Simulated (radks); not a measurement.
Isoelectronic series with 18 electrons, each ion in its NIST ground configuration. Calculated with a radial shooting solver on a logarithmic mesh with Libxc functionals: scalar-relativistic Kohn-Sham, r2SCAN, spin-polarised, spherical densities, finite nucleus; meta-GGA in the generalised Kohn-Sham scheme; Fermi nuclear charge, rms radius of each element as measured or else 0.836 A^(1/3) + 0.57 fm. Total energies (hartree) and mean radii <r> (bohr):

| ion | configuration | E (hartree) | 3p | 3s | 2p |
|---|---|---|---|---|---|
| Ar | [Ar] | -529.40910 | 1.658 | 1.413 | 0.3761 |
| Fe8+ | [Ar] | -1252.19243 | 0.7601 | 0.7476 | 0.2349 |
| Se16+ | [Ar] | -2301.18269 | 0.5044 | 0.5101 | 0.1699 |
| Mo24+ | [Ar] | -3686.05801 | 0.3777 | 0.3861 | 0.1326 |
| Sn32+ | [Ar] | -5420.63778 | 0.3014 | 0.3092 | 0.1084 |
| Ce40+ | [Ar] | -7523.2840 | 0.2501 | 0.2564 | 0.09128 |
| Dy48+ | [Ar] | -10017.8965 | 0.2131 | 0.2177 | 0.07855 |
| W56+ | [Ar] | -12935.7129 | 0.1851 | 0.1879 | 0.06868 |
